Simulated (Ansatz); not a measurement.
Stepwise reaction of `N#[C][In]([Cl])[Cl]` with hydrogen fluoride, as a gas-phase model of exchange steps in deposition or etching. ΔE in kJ/mol; ΔG adds harmonic PBE0-D4 terms to CCSD(T)/CBS, at 1 bar.

Program: Ansatz. Geometries: PBE0-D4/def2-TZVP. ΔE: electronic, gas phase. CCSD(T)/CBS adds triple-zeta CCSD(T) − MP2 to the extrapolated MP2 energy (def2 sets, frozen cores). This one scheme is used for every species. DFT in def2-TZVPP. B3LYP here is the variant with VWN-RPA as its local correlation; programs differ in this. def2 core potentials past Kr. For In outer-core shells are correlated without core-valence functions, which leaves a few kJ/mol of doubt a bond.

```
step                                                  reaction  PBE-D4  B3LYP-D4  ωB97M-V  CCSD(T)/CBS  ΔG(600 K)
   1  `N#[C][In]([Cl])[Cl]` + H–F → `N#[C][In]([F])[Cl]` + HCl    55.2      57.0     58.4         62.5       52.0
   2    `N#[C][In]([F])[Cl]` + H–F → `N#[C][In]([F])[F]` + HCl    57.5      59.3     60.8         64.6       61.0
```

(1) By hand: ΔE of the 2 steps together at CCSD(T)/CBS.

Answers

(1) (62.5) + (64.6) = 127.1 kJ/mol, or 63.5 kJ/mol a step.

In ΔE the steps differ by no more than 2.1 kJ/mol. All are uphill at CCSD(T)/CBS. ΔG lies between 52.0 and 61.0 kJ/mol a step. PBE-D4 differs from CCSD(T)/CBS by -7.3 to -7.1 kJ/mol a step. Isolated molecules leave out the surface, adducts and barriers. Largest T1 diagnostic: 0.017.
